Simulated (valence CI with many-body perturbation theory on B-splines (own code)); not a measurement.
**Au XLVIII: what each term of the Hamiltonian does**

Computed by configuration interaction combined with many-body perturbation theory (CI+MBPT): four valence electrons over a frozen Dirac-Fock core [Ar] 3d10, radial functions for each j: 11 s, 11 p, 9 d, 7 f, 5 g, 2 h, 1 i, with the one-electron correlation potential Σ1 (screened to all orders), the two-electron term Σ2, the three-electron term Σ3, Breit, model QED; selected single and double excitations, second order for the rest (own B-spline code, finite nucleus).

The last digits are not significant, and no measured levels were compared; by estimate large intervals hold to a few tenths of a per cent, small ones and those within an open d or f shell to about a per cent.

Each rung adds one term. CI alone is the Dirac-Coulomb CI over the frozen core; QED comes last and gives the full result, which names the levels. Energies are above (4s^2 4p1/2^2) J=0 on the same rung, in eV.

Levels are named by their leading jj configuration (3d3/2^4 stands for four electrons in 3d with j = 3/2), which in mixed levels can hold well under half, so a name can repeat and another be missing. Letters in brackets count levels of one name in rising energy.

| Level | CI alone | Σ1 | Σ2 | Σ3 | Breit | QED | Full |
| --- | --- | --- | --- | --- | --- | --- | --- |
| (4s^2 4p1/2 4p3/2) J=1 | 132.49 | +0.310 | +0.246 | +0.016 | -1.547 | +0.140 | 131.66 |
| (4s^2 4p1/2 4p3/2) J=2 | 137.34 | +0.311 | +0.173 | +0.006 | -1.600 | +0.140 | 136.37 |
| (4s 4p1/2^2 4p3/2) J=2 | 242.14 | +0.179 | +0.319 | +0.038 | -0.320 | -1.478 | 240.88 |
| (4s 4p1/2^2 4p3/2) J=1 | 258.86 | +0.178 | -0.284 | +0.018 | -0.333 | -1.441 | 257.00 |
| (4s^2 4p3/2^2) J=2 | 273.41 | +0.620 | +0.398 | +0.013 | -3.103 | +0.270 | 271.61 |
| (4s^2 4p3/2^2) J=0 | 283.67 | +0.621 | +0.250 | -0.008 | -3.031 | +0.269 | 281.77 |
| (4s^2 4p1/2 4d3/2) J=2 | 304.56 | +0.044 | +0.095 | +0.041 | -2.028 | -0.202 | 302.51 |
| (4s^2 4p1/2 4d3/2) J=1 | 325.99 | +0.058 | -1.001 | -0.005 | -1.904 | -0.262 | 322.87 |
| (4s^2 4p1/2 4d5/2) J=2 | 342.88 | +0.199 | -0.257 | +0.033 | -2.497 | -0.240 | 340.12 |
| (4s^2 4p1/2 4d5/2) J=3 | 344.43 | +0.183 | -0.231 | +0.025 | -2.643 | -0.166 | 341.59 |
| (4s 4p1/2 4p3/2^2) J=2 [a] | 372.92 | +0.452 | +0.358 | +0.037 | -1.861 | -1.244 | 370.67 |
| (4s 4p1/2 4p3/2^2) J=3 | 381.78 | +0.472 | +0.327 | +0.033 | -1.980 | -1.277 | 379.36 |
| (4s 4p1/2 4p3/2^2) J=0 | 387.30 | +0.483 | +0.395 | +0.025 | -1.792 | -1.310 | 385.10 |
| (4s 4p1/2 4p3/2^2) J=1 [a] | 395.67 | +0.487 | -0.038 | +0.020 | -1.866 | -1.311 | 392.96 |
| (4s 4p1/2 4p3/2^2) J=2 [b] | 398.25 | +0.480 | -0.270 | +0.021 | -1.955 | -1.268 | 395.26 |
| (4s 4p1/2 4p3/2^2) J=1 [b] | 400.12 | +0.488 | -0.567 | +0.012 | -1.803 | -1.344 | 396.90 |
| (4s 4p1/2^2 4d3/2) J=1 | 415.47 | -0.087 | +0.088 | +0.057 | -0.657 | -1.826 | 413.05 |
| (4s 4p1/2^2 4d3/2) J=2 | 419.49 | -0.081 | +0.047 | +0.048 | -0.721 | -1.826 | 416.96 |
| (4s 4p1/2^2 4d5/2) J=3 | 452.39 | +0.042 | -0.273 | +0.055 | -1.371 | -1.735 | 449.11 |
| (4s^2 4p3/2 4d3/2) J=2 | 455.57 | +0.366 | -0.657 | +0.016 | -3.434 | -0.155 | 451.71 |
| (4s^2 4p3/2 4d3/2) J=1 | 457.29 | +0.366 | -0.555 | +0.018 | -3.464 | -0.121 | 453.53 |
| (4s^2 4p3/2 4d3/2) J=0 | 457.58 | +0.362 | -0.542 | +0.018 | -3.398 | -0.111 | 453.91 |
| (4s^2 4p3/2 4d3/2) J=3 | 457.84 | +0.358 | -0.480 | +0.011 | -3.592 | -0.075 | 454.06 |
| (4s 4p1/2^2 4d5/2) J=2 | 460.72 | +0.049 | -0.376 | +0.023 | -1.259 | -1.796 | 457.36 |
| (4s^2 4p3/2 4d5/2) J=4 | 472.96 | +0.475 | +0.252 | +0.046 | -4.180 | +0.016 | 469.57 |
| (4s^2 4p3/2 4d5/2) J=2 | 476.86 | +0.498 | +0.114 | +0.043 | -4.067 | -0.075 | 473.37 |
| (4s^2 4p3/2 4d5/2) J=3 | 493.96 | +0.473 | -0.868 | -0.011 | -4.106 | -0.010 | 489.44 |
| (4s^2 4p3/2 4d5/2) J=1 | 496.37 | +0.484 | -0.543 | -0.021 | -4.018 | -0.026 | 492.25 |
| (4p1/2^2 4p3/2^2) J=2 | 508.33 | +0.334 | -0.408 | +0.042 | -0.746 | -2.796 | 504.76 |
| (4p1/2^2 4p3/2^2) J=0 | 515.97 | +0.350 | -0.385 | +0.033 | -0.669 | -2.836 | 512.46 |
| (4s 4p3/2^3) J=2 | 528.32 | +0.773 | -0.052 | +0.009 | -3.364 | -1.143 | 524.54 |

The middle columns are the shifts that each term adds.

(1) How does the ionisation energy move along the ladder, and which term matters most?

Results:

(1) CI alone 2643.5, + Σ1 2645.4, + Σ2 2645.7, + Σ3 2645.6, + Breit 2642.0, + QED 2642.0 eV. The largest step is Breit, -3.6 eV. NIST lists 2640 ± 4 eV (theoretical).
